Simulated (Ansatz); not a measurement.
Relaxation of AlClH4N2 (8 atoms, charge 0, multiplicity 1), to a largest force component of 0.02 eV/Å in at most 40 steps.

Method: RKS PBE0-D4/def2-SVP in Ansatz.

```xyz
8
Properties=species:S:1:pos:R:3
Al 0.000 0.000 0.000
Cl 0.000 0.000 2.230
N 1.663 0.000 -0.960
H 2.129 -0.918 -1.212
H 2.114 0.918 -1.238
N -1.663 0.000 -0.960
H -2.332 -0.816 -0.861
H -1.912 0.816 -1.589
```

Question: Where does it end, and by what steps?

Answer: The forces met the threshold. After 10 steps the energy has fallen by 1.435 eV; H4 moved furthest, 1.26 Å.

```
step  energy less start (eV)  largest force component (eV/Å)  accepted
   0                  0.0000                           2.050       yes
   1                 -0.7962                           1.135       yes
   2                 -1.0538                           0.742       yes
   3                 -1.1539                           0.500       yes
   4                 -1.2306                           0.941       yes
   5                 -1.3303                           0.339       yes
   6                 -1.3853                           0.220       yes
   7                 -1.4177                           0.213       yes
   8                 -1.4329                           0.111       yes
   9                 -1.4346                           0.123       yes
  10                 -1.4353                           0.011       yes
```

```xyz
8
Properties=species:S:1:pos:R:3
Al -0.002 0.026 -0.084
Cl -0.014 0.140 2.021
N 1.553 0.095 -0.911
H 1.700 0.042 -1.912
H 2.441 0.194 -0.434
N -1.550 -0.132 -0.915
H -2.443 -0.175 -0.438
H -1.686 -0.190 -1.917
```

Time of the run: 34 s on 1 thread of Arm Neoverse V2, with other jobs on the host, peak memory 0.16 GiB.
